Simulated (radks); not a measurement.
All-electron atom: Pm+ in [Xe] 4f5 6s1 (the NIST ground configuration). All-electron calculation, scalar-relativistic Kohn-Sham, BLYP, spin-unpolarised, spherical densities, finite nucleus; Fermi nuclear charge, rms radius 4.962 fm. Program: a radial shooting solver on a logarithmic mesh with Libxc functionals.

Radial electron density D(r) = 4 pi r^2 rho(r):

r (bohr)  D(r) (e/bohr)
0.002467          14.28
0.002896          18.04
0.003371          22.35
0.003956          27.70
0.004642          33.92
0.005404          40.57
0.006342          48.19
0.007383          55.73
0.008664          63.56
0.01017           70.66
0.01184           76.09
0.01389           79.75
0.01617           80.87
0.01898           79.57
0.02227           76.43
0.02592           73.10
0.03042           71.19
0.03542           72.74
0.04156           78.92
0.04877           88.91
0.05678           99.06
0.06663           106.0
0.07757           105.8
0.09103           97.92
0.1068            86.77
0.1244            79.77
0.1459            80.93
0.1713            88.54
0.1994            93.26
0.234             86.79
0.2724            69.38
0.3196            48.67
0.3751            37.13
0.4367            37.43
0.5124            42.21
0.5966            42.21
0.7001            34.85
0.8215            24.46
0.9564            16.69
1.122             12.26
1.307             10.14
1.533             8.190
1.799             5.863
2.095             3.704
2.458             2.020
2.862             1.097
3.358            0.6293
3.941            0.4016
4.588            0.2572
5.384            0.1383
6.268           0.06164
7.355           0.01986
8.632          0.004600
10.05         0.0008102

D(r) has 4 maxima, at r = 0.0160, 0.0716, 0.201, 0.555 bohr, and minima at 0.0309, 0.132, 0.400 bohr, inside which lie 1.95, 11.13, 29.14 electrons.
